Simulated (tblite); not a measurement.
Species: C₆H₁₂N (doublet state).
Numbering: `[CH3:1][CH2:2][N:3]1[CH:4][CH2:5][C@@H:6]1[CH3:7]` (hydrogens: H8, H9, H10 on C1; H11, H12 on C2; H13 on C4; H14, H15 on C5; H16 on C6; H17, H18, H19 on C7)

Structure used (GFN2-xTB), in Å, numbered top down from 1:
```
atom  x, y, z in Å
C1     2.3596   -0.4518   -0.1672
C2     1.3893    0.1603    0.8502
N3     0.1202    0.5287    0.2953
C4    -0.1135    1.4738   -0.7101
C5    -1.3393    0.7522   -1.1846
C6    -0.8885   -0.3815   -0.2405
C7    -1.8891   -0.8582    0.7976
H8     2.4944    0.2360   -0.9986
H9     1.9732   -1.3929   -0.5518
H10    3.3230   -0.6379    0.2997
H11    1.8360    1.0670    1.2707
H12    1.2088   -0.5482    1.6652
H13    0.0502    2.5268   -0.5626
H14   -2.2991    1.1996   -0.9110
H15   -1.3629    0.4986   -2.2456
H16   -0.4613   -1.2388   -0.7752
H17   -2.2784   -0.0086    1.3533
H18   -1.4171   -1.5450    1.4970
H19   -2.7154   -1.3708    0.3108
```

Computed with GFN2-xTB (tblite): harmonic, unscaled wavenumbers at the GFN2-xTB geometry, gas phase. The method is semi-empirical: single wavenumbers can be off by several per cent or more. One conformer, not necessarily the lowest. Open shells enter through the occupations alone, without spin polarisation, and single modes of such species can be off by tens of per cent.

Harmonic wavenumbers (cm⁻¹): 62.8, 112.0, 178.8, 190.2, 200.3, 251.2, 353.5, 398.9, 492.4, 592.0, 680.7, 799.7, 830.4, 910.4, 933.0, 976.7, 998.4, 1030.9, 1057.1, 1067.7, 1082.3, 1121.6, 1152.7, 1188.2, 1207.5, 1224.7, 1233.9, 1286.8, 1320.0, 1322.5, 1390.0, 1398.6, 1407.5, 1459.9, 1466.3, 1487.4, 1491.3, 1495.4, 1499.0, 2884.5, 2910.7, 2940.7, 2949.0, 2961.2, 3027.5, 3036.5, 3036.7, 3041.9, 3042.2, 3042.4, 3079.7.

A = 4127, B = 2063, C = 1656 MHz; mass 98.097 u (most abundant isotopes); point group C1, symmetry number 1; spin multiplicity 2.

**Question.** What is the zero-point energy?

**Answer.** ½Σν̃ = 36653 cm⁻¹ = 438.47 kJ/mol.

**Question.** Entropy at 400 K, 1 bar (ideal gas, RRHO, classical rotation)?

**Answer.** Translation 172.16, rotation 118.83, vibration 124.35, spin (R ln 2) 5.76: S = 421.1 J/(mol K).

**Question.** And Cp and H(400 K) − H(0)?

**Answer.** Cp = 175.89 J/(mol K), of which vibrations give 142.64 (their classical limit is 51 R = 424.0); H(400 K) − H(0) = 40.32 kJ/mol without the zero-point energy, 27.01 from vibrations.

**Question.** Blend soft modes into free rotors: weight 1/[1 + (100 cm⁻¹/ν̃)⁴] for the oscillator and the rest for a rotor with moment μB/(μ + B), μ = h/(8π²ν), B = 10⁻⁴⁴ kg m². What vibrational entropy results?

**Answer.** 118.01 J/(mol K) in place of 124.35, which changes −T·S at 400 K by +2.54 kJ/mol.

**Question.** Which modes carry the vibrational entropy at 400 K?

**Answer.** 62.8 cm⁻¹: 20.70; 112.0 cm⁻¹: 15.93; 178.8 cm⁻¹: 12.13; 190.2 cm⁻¹: 11.63; 200.3 cm⁻¹: 11.22; 251.2 cm⁻¹: 9.43 J/(mol K); the other 45 give 43.31 together.

**Question.** How do the functions run with temperature in this model?

**Answer.** 
```csv
T (K),S (J/(mol K)),Cp (J/(mol K)),H − H(0) (kJ/mol),G − H(0) (kJ/mol),ln q(vib)
50,234.2,47.0,1.90,-9.81,0.23
100,273.4,67.5,4.78,-22.56,0.98
298.15,375.8,134.6,24.50,-87.53,4.80
373.15,409.3,165.1,35.74,-116.98,6.29
500,464.4,213.1,59.81,-172.41,8.89
750,565.1,283.0,122.45,-301.36,14.12
1000,653.3,329.6,199.40,-453.91,19.24
```

q(vib) and H(0) count from the zero-point level.

**Question.** What must be added to the electronic energy to get the Gibbs energy at 400 K and 1 bar?

**Answer.** ZPE + [H(400 K) − H(0)] − T·S = 438.47 + 40.32 − 168.44 = 310.35 kJ/mol.

Hindered rotation and anharmonicity are outside this model. Other conformers, if any are populated, would add a mixing term that is left out. The structure is chiral; the term R ln 2 for an equal mix with its mirror image is left out.
